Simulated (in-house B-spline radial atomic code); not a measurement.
**wB97X excitations of Be**

Method: wB97X. Computed with a B-spline radial code for spherical atoms: linear response of the closed shell [He] 2s2 with the functional's adiabatic kernel; non-relativistic, point nucleus, no spin-orbit coupling, no double excitations, S, P, D and F terms only.

Command:
```bash
python run_td.py task.json out
```
Settings (radii: box in bohr, nucleus in fm):
```
Z                        4
electrons                4
configuration            [He] 2s2
hamiltonian              nr
method                   wb97x
box_radius               75
intervals                51
```

Time taken, with all properties: 0.3 s on 1 thread of Arm Neoverse N1, on a shared host.

The lowest states, in the order of their Tamm-Dancoff energies; the method's threshold (minus the highest occupied level) is 8.633 eV. Labels give the largest channel, * marks a mixed state, and oscillator strengths are full-response dipole values. Measured ¹D terms are left out, since they can mix with doubly excited terms. Semilocal kernels can invert the small singlet-triplet splittings of Rydberg terms. Energies in eV:

```
     state  full response  Tamm-Dancoff  oscillator strength  measured (J-weighted term)
2s → 2p 3P          2.275         2.626                    -                       2.725
2s → 2p 1P              ?             ?                    ?                           ?
2s → 3s 3S          5.982         6.003                    -                       6.457
2s → 3s 1S          6.478         6.491                    -                       6.779
2s → 3p 3P          6.644         6.662                    -                           -
2s → 3p 1P              ?             ?                    ?                           ?
2s → 3d 3D          7.113         7.122                    -                       7.694
2s → 3d 1D          7.256         7.259                    -                           -
2s → 4s 3S          7.394         7.397                    -                           -
2s → 4s 1S          7.480         7.484                    -                           -
```

**Question.** Where does 2s → 2p 1P lie?

**Answer.** At 4.882 eV in full response, 5.133 eV in Tamm-Dancoff, oscillator strength 1.4; measured 5.277 eV.

**Question.** Where does 2s → 3p 1P lie?

**Answer.** At 7.041 eV in full response, 7.072 eV in Tamm-Dancoff, oscillator strength 0.00991; measured 7.462 eV.

**Question.** How large is the singlet-triplet splitting of 2s → 2p (P terms) in Tamm-Dancoff?

**Answer.** 2.51 eV, from the unrounded values.

**Question.** What polarisabilities and dispersion coefficient does the method give?

**Answer.** Dipole 44.67 bohr³, quadrupole 322.7 bohr⁵, C6 275.3 hartree·bohr⁶ for two such species. Recommended dipole value: 37.74 ± 0.03 bohr³ (Schwerdtfeger and Nagle, table of static dipole polarizabilities (2023 update)), which includes relativity and correlation.
